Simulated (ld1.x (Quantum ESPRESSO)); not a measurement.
## platinum (Pt): one change to a TM potential, before and after

platinum, norm-conserving Troullier–Martins (Kleinman–Bylander form), made with ld1.x (Quantum ESPRESSO) 7.5 (LDA (PZ), scalar-relativistic). Core [Kr] 4d10 4f14 5s2, reference 5p6 5d9 6s1 6p0. Waves: 5p (bound): rc 1.15 bohr; 5d (bound): rc 1.95 bohr; 6s (bound): rc 2.00 bohr. Local part: the s channel. Core correction: none.

Change: reference 5p6 5d8 6s0 6p0.

Cutoffs: the cutoffs (Ry, on a coarse ladder) from which the occupation-weighted sum of valence levels, in a spherical-Bessel basis at the reference potential, stays within 10 and 1 mRy of its value at 400 Ry; they do not see the model core or the augmentation charge, which bear on the density cutoff. Errors are all-electron minus pseudo energies relative to the spin-unpolarised reference configuration.

Task: What does the change do?

Result: The potential gets neither clearly harder nor softer (140 Ry and 200 Ry → 140 Ry and 200 Ry); the range in which the p phases agree narrows (upper end -1.1 → -2.6); the range in which the d phases agree narrows (upper end 2.1 → 0.6); neither file shows a bound ghost.

| quantity | base | changed |
| --- | --- | --- |
| cutoff, loose | 140 Ry | 140 Ry |
| cutoff, tight | 200 Ry | 200 Ry |
| bound ghosts | none | none |
| largest error over its own tests, meV | -474 | -256 |
| s: phases at 2.20 bohr within 0.05 rad from the reference energy up to (Ry; the scan ends near 5) | 2.3 | 1.6 |
| p: phases at 2.20 bohr within 0.05 rad from the reference energy up to (Ry; the scan ends near 5) | -1.1 | -2.6 |
| d: phases at 2.20 bohr within 0.05 rad from the reference energy up to (Ry; the scan ends near 5) | 2.1 | 0.6 |
